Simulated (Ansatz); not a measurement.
Phenanthrenequinone (C14H8O2) was relaxed with PBE-D4 (def2-SVP) in Ansatz in these states: charge -1 doublet, neutral singlet. The geometries follow in no particular order.

A:

```xyz
24

O    -2.7798    2.1632    0.4802
C    -1.8563    1.3146    0.4576
C    -1.7622    0.2367    1.4907
O    -2.6022    0.1442    2.4177
C    -0.6347   -0.7192    1.3781
C    -0.5454   -1.7412    2.3579
C     0.4753   -2.6868    2.3385
C     1.4538   -2.6325    1.3162
C     1.3840   -1.6343    0.3421
C     0.3545   -0.6588    0.3388
C     0.2624    0.3944   -0.6708
C     1.1953    0.5288   -1.7306
C     1.0891    1.5424   -2.6853
C     0.0242    2.4726   -2.6074
C    -0.9046    2.3629   -1.5771
C    -0.8152    1.3408   -0.5974
H    -1.3332   -1.7341    3.1279
H     0.5246   -3.4726    3.1107
H     2.2695   -3.3731    1.2847
H     2.1546   -1.6106   -0.4438
H     2.0310   -0.1836   -1.8096
H     1.8342    1.6138   -3.4943
H    -0.0655    3.2755   -3.3582
H    -1.7531    3.0567   -1.4666
```

B:

```xyz
24

O    -2.332   -2.227    1.456
C    -1.559   -1.368    1.053
C    -1.454   -0.024    1.816
O    -2.146    0.156    2.808
C    -0.501    0.993    1.296
C    -0.407    2.214    1.993
C     0.466    3.217    1.564
C     1.253    2.993    0.421
C     1.166    1.783   -0.278
C     0.291    0.754    0.136
C     0.189   -0.531   -0.595
C     0.959   -0.799   -1.748
C     0.854   -2.018   -2.430
C    -0.028   -3.015   -1.979
C    -0.800   -2.774   -0.841
C    -0.702   -1.550   -0.150
H    -1.046    2.338    2.880
H     0.536    4.168    2.112
H     1.947    3.771    0.068
H     1.797    1.645   -1.166
H     1.659   -0.044   -2.131
H     1.471   -2.190   -3.325
H    -0.108   -3.972   -2.516
H    -1.506   -3.520   -0.447
```

Judge from the bond lengths which geometry belongs to which state (an estimate).

A is the charge -1 doublet (C2–C3 1.496 Å, C3–O4 1.254 Å, O1–C2 1.254 Å); B is the neutral singlet (C2–C3 1.549 Å, C3–O4 1.224 Å, O1–C2 1.224 Å).

At PBE-D4/def2-SVP the highest occupied level of the relaxed charge -1 doublet lies above zero (up to 0.45 eV). By energy differences its removal costs 1.76 eV (each at its own geometry, to the charge 0 singlet, at PBE-D4/def2-SVP); self-interaction error and the lack of diffuse functions both raise the level.
